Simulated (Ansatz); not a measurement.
Problem. Name a neutral molecule of B, F, Si with HOMO–LUMO gap (PBE/def2-TZVPP) between 2.75 and 3.05 eV and size of the dipole moment (ωB97M-V/def2-TZVPP) between 0.00 and 0.30 D (Ansatz, PBE0-D4/def2-TZVP geometry).

Solution. `F[Si](F)(F)B([Si](F)(F)F)[Si](F)(F)F` (2.77 eV, 0.00 D). Other molecules can fit too; these were computed, each in one conformer that needn't be the lowest.
